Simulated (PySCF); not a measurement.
Computed shifts of a molecule C4H7FO, PBE/pcSseg-1 in PySCF, GIAO, gas phase, equivalent atoms averaged, in ppm (number of nuclei): ¹³C: 76.6 (1), 62.3 (1), 61.8 (1), 14.1 (1). ¹⁹F: -278.7 (1). ¹H: 4.53 (1), 3.70 (3), 3.05 (1), 0.84 (2). References: ¹³C against TMS (σ = 182.0 ppm); ¹⁷O against H2O (σ = 334.3 ppm); ¹⁹F against CFCl3 (σ = 133.6 ppm); ¹H against TMS (σ = 31.49 ppm), references at their B3LYP-D3(BJ)/def2-TZVP geometries, non-relativistic. Geometry: PBE0-D3(BJ)/def2-SVP. One conformer was computed; it need not be the lowest.

Which molecule gave these data?
(A) CO[C@@H]1C[C@@H]1F
(B) CC(C)(F)C=O
(C) CC1(F)COC1
(D) C[C@@]1(F)CCO1

A, CO[C@@H]1C[C@@H]1F
